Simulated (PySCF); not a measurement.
**Structure from NMR data**

The spectra below were simulated for a compound C$_{5}$H$_{12}$Si$_{2}$.

$^{1}$H NMR (600 MHz, computed): δ 6.97 (q, 1H), 5.11 (m, 1H), 4.97 (m, 1H), 4.24 (s, 3H), 4.20 (d, 3H), 1.98 (s, 3H).

$^{13}$C{$^{1}$H} NMR (computed): δ 171.7 (C), 164.7 (C), 140.6 (CH), 116.2 (CH2), 25.3 (CH3).

- geometry from GFN2-xTB
- PBE0/pcSseg-1 with gauge-including orbitals
- code: PySCF 2.14.0 with density-fitted response routines
- no solvent, one computed conformer, non-relativistic, one averaged value for each set of equivalent atoms

δ = σ(ref) − σ, references computed at the same level: TMS for $^{1}$H, $^{13}$C.

Question: Propose a structure and justify it.

Answer: 
The formula gives 2 degrees of unsaturation (no ring in the answer). 5 carbon signals for 5 carbons: no two carbons are equivalent. Carbon types of the structure: 2 × C, 1 × CH, 1 × CH2, 1 × CH3, leaving 6 H on heteroatoms. δC 171.7, 164.7: fully substituted alkene carbon. δC 140.6: alkene CH; as expected for a trigonal carbon in a double bond. δC 116.2: terminal =CH2 carbon; an sp2 carbon of a C=C bond. δC 25.3: allylic methyl carbon; saturated and bonded to C and H only. δH 6.97: hydrogen on an alkene CH; attached to an sp2 carbon and in the plane of the double bond. δH 5.11, 4.97: hydrogen on a terminal =CH2 carbon; attached to an sp2 carbon and in the plane of the double bond. δH 1.98: hydrogen on an allylic methyl carbon; allylic position.

The compound is SMILES [SiH3]/C(C(=C)C)=C\[SiH3].

The shifts were computed for this structure.

Shifts are as computed. Against solution values, carbons near 30 ppm lie about +3 ppm off and those near 130 ppm about +5 ppm (rms about the fit 2.1 ppm; single classes can miss by 10 ppm). Of 1328 compounds with measured shifts, 309 miss one by over three times the rms of a fit or turn the order of signals round; such compounds aren't used in these exercises. Signals without a measured value on file couldn't be tested in this way; 1H shifts scatter by 0.2 ppm about their fit, and single ones miss by 0.5 ppm. Multiplicities follow the n + 1 count of equivalent neighbours, as no J values were calculated; m marks all less simple cases, F and P coupling included.
